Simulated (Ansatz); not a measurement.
NiF₂. Charge 0, multiplicity 1. Geometry r2SCAN-D4/def2-TZVP, that of the neutral singlet.

```xyz
3

Ni   -0.2633   -0.4913   -0.1865
F    -0.6988    0.2459    1.2652
F     0.9622    0.2454   -1.0787
```

At PBE-D4/def2-TZVP, r2SCAN-D4/def2-TZVP, PBE0-D4/def2-TZVP the unrestricted singlet has broken spin symmetry (⟨S²⟩ up to 0.88). At PBE0-D4/def2-TZVP a triplet of charge 0 lies 1.15 eV below the unrestricted singlet, which stands at the restricted singlet's geometry. The structure comes from a short search, and lower isomers may exist.

Question: Estimate the orbital energies around the gap (eV) in Ansatz with PBE-D4/def2-TZVP, r2SCAN-D4/def2-TZVP, PBE0-D4/def2-TZVP.

Answer: 
```json
{"orbital": "HOMO−5", "PBE-D4/def2-TZVP": "-9.86", "r2SCAN-D4/def2-TZVP": "-10.20", "PBE0-D4/def2-TZVP": "-11.83"}
{"orbital": "HOMO−4", "PBE-D4/def2-TZVP": "-9.49", "r2SCAN-D4/def2-TZVP": "-9.80", "PBE0-D4/def2-TZVP": "-11.11"}
{"orbital": "HOMO−3", "PBE-D4/def2-TZVP": "-7.25", "r2SCAN-D4/def2-TZVP": "-7.85", "PBE0-D4/def2-TZVP": "-10.13"}
{"orbital": "HOMO−2", "PBE-D4/def2-TZVP": "-7.18", "r2SCAN-D4/def2-TZVP": "-7.81", "PBE0-D4/def2-TZVP": "-9.93"}
{"orbital": "HOMO−1", "PBE-D4/def2-TZVP": "-7.16", "r2SCAN-D4/def2-TZVP": "-7.72", "PBE0-D4/def2-TZVP": "-9.78"}
{"orbital": "HOMO", "PBE-D4/def2-TZVP": "-7.01", "r2SCAN-D4/def2-TZVP": "-7.38", "PBE0-D4/def2-TZVP": "-9.50"}
{"orbital": "LUMO", "PBE-D4/def2-TZVP": "-6.00", "r2SCAN-D4/def2-TZVP": "-5.67", "PBE0-D4/def2-TZVP": "-4.08"}
{"orbital": "LUMO+1", "PBE-D4/def2-TZVP": "-2.92", "r2SCAN-D4/def2-TZVP": "-2.73", "PBE0-D4/def2-TZVP": "-2.26"}
{"orbital": "LUMO+2", "PBE-D4/def2-TZVP": "1.36", "r2SCAN-D4/def2-TZVP": "1.61", "PBE0-D4/def2-TZVP": "2.16"}
{"orbital": "LUMO+3", "PBE-D4/def2-TZVP": "2.47", "r2SCAN-D4/def2-TZVP": "3.05", "PBE0-D4/def2-TZVP": "3.22"}
{"orbital": "LUMO+4", "PBE-D4/def2-TZVP": "3.60", "r2SCAN-D4/def2-TZVP": "4.07", "PBE0-D4/def2-TZVP": "4.42"}
{"orbital": "LUMO+5", "PBE-D4/def2-TZVP": "4.60", "r2SCAN-D4/def2-TZVP": "5.16", "PBE0-D4/def2-TZVP": "5.41"}
{"orbital": "β HOMO", "PBE-D4/def2-TZVP": "-7.01", "r2SCAN-D4/def2-TZVP": "-7.38", "PBE0-D4/def2-TZVP": "-9.50"}
{"orbital": "β LUMO", "PBE-D4/def2-TZVP": "-6.00", "r2SCAN-D4/def2-TZVP": "-5.67", "PBE0-D4/def2-TZVP": "-4.08"}
```
